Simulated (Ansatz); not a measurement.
Program: Ansatz. Geometries: PBE0-D4/def2-TZVP. ΔE: electronic, gas phase. CCSD(T)/CBS is the MP2 limit (def2-TZVPP, def2-QZVPP) plus CCSD(T) − MP2 in def2-TZVPP, frozen cores. This one scheme is used for every species. DFT in def2-TZVPP. Each species was taken in one conformer, which may not be the lowest.

Reaction (substitution at a C–O bond): `CCOC` + `Sc1ccccc1` → `CCSc1ccccc1` + CH₃OH

```json
{"level": "r2SCAN", "ΔE (eV)": "-0.21"}
{"level": "r2SCAN0", "ΔE (eV)": "-0.22"}
```

Q: What does CCSD(T)/CBS give? (Best estimate.)

A: Computed: -0.30 eV. The listed levels differ from it by 0.09, 0.08 eV.

Largest T1 diagnostic among the species: 0.011.

The D4 term adds −0.10 eV with B3LYP and −0.06 eV with PBE0; it sums over pairs of atoms, weighted by their polarisabilities, and B3LYP, whose exchange is more repulsive, gets the larger term. Leaving LDA and LC-ωPBE aside and taking each functional with its dispersion term where it has one, the values, not all of them listed here, spread over 0.13 eV, from revPBE-D4 to CAM-B3LYP-D4.

B3LYP here is the variant with VWN-RPA as its local correlation; programs differ in this.
